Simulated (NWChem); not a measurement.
**Polarisability of H$_{3}$Ga**

```xyz
4

Ga     0.0000     0.0000     0.0000
H      0.0000     0.0000     1.5807
H      1.3689     0.0000    -0.7903
H     -1.3689     0.0000    -0.7903
```
Charge 0, spin multiplicity 1.

Program: NWChem. The geometry was optimised at PBE/def2-SVP, a minimum by its harmonic frequencies.

Basis set: def2-SVPD. Static limit.

The Hamiltonian is non-relativistic. B3LYP has NWChem's definition, with VWN1-RPA local correlation. The structure started from a generated list of species.

Question: Order these methods by the isotropic polarisability they give, lowest first: HF, B3LYP, PBE, BHandHLYP.

Answer: HF (31.14 bohr³), BHandHLYP (32.50 bohr³), B3LYP (33.83 bohr³), PBE (34.72 bohr³)
